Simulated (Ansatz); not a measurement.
C2H6BN can be A, `BC(C)=N`, or B, `B1CCN1`.

Computed with Ansatz on PBE0-D4/def2-TZVP structures; ΔE is electronic, products minus reactants. CBS: MP2 limit from def2 TZ/QZ plus the TZ coupled-cluster correction, frozen cores. DFT in def2-TZVPP. B3LYP here is the variant with VWN-RPA as its local correlation; programs differ in this. One conformer a species, not always the lowest.

(1) Which isomer does CCSD(T)/CBS put lower? Give the gap. (Estimate.)

(2) Give E(B) − E(A) in kJ/mol with BLYP-D4, r2SCAN-D4, PBE0-D4, CCSD(T)/def2-TZVPP, LDA (SPW92), B3LYP, PBE-D4. (Best estimate.)

(3) Does the order hold for the free energy at 298.15 K (harmonic terms from PBE0-D4)? (Best estimate.)

Largest T1 diagnostic: 0.015.

## Answers

(1) The calculation gave: B, by 137.4 kJ/mol.

(2) Computed: BLYP-D4 -112.6, r2SCAN-D4 -135.6, PBE0-D4 -150.7, CCSD(T)/def2-TZVPP -134.8, LDA (SPW92) -171.1, B3LYP -125.4, PBE-D4 -138.5. None reverses the order clearly.

(3) Ansatz gave: Yes: G(B) − G(A) = -118.6 kJ/mol, for one conformer each.

From PBE to PBE0 (25 % exact exchange), in def2-TZVPP and without D4, E(B) − E(A) moves by −12.3 kJ/mol. At CCSD(T), def2-SVP lies −8.0 kJ/mol from the extrapolated value and def2-TZVPP +2.6 kJ/mol.
